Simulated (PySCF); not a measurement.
## Germanium: a sound run and one with changed settings

Sound run: Ge⁺ [Ar] 3d10 4s2 4p1, Ge²⁺ [Ar] 3d10 4s2. All numbers are calculated (PySCF 2.14, scalar relativity by spin-free X2C-1e, in x2c-SVPall (5s4p3d, 32 functions)). In the sound run the correlated levels freeze [Ar] 3d10. The sound run starts from symmetry-adapted Hartree-Fock orbitals and uses a fine grid where one is needed.

A second run was set up differently.

```json
{"species": "Ge⁺", "method": "MP2", "sound run (hartree)": "-2096.44531", "changed run (hartree)": "-2096.61492", "converged": "yes"}
{"species": "Ge²⁺", "method": "MP2", "sound run (hartree)": "-2095.87975", "changed run (hartree)": "-2096.04642", "converged": "yes"}
```

Ionisation energy of Ge⁺:

| method | sound run (eV) | changed run (eV) |
| --- | --- | --- |
| UHF | 15.235 | 15.235 |
| MP2 | 15.390 | 15.470 |
| SCS-MP2 | 15.371 | 15.422 |

What was changed?
A. minimal basis
B. all electrons correlated in a valence basis
C. a valence shell is frozen
D. level shift left on

B. A valence basis has no tight correlating functions, so it recovers only part of the core correlation, and not evenly between atom and ion.
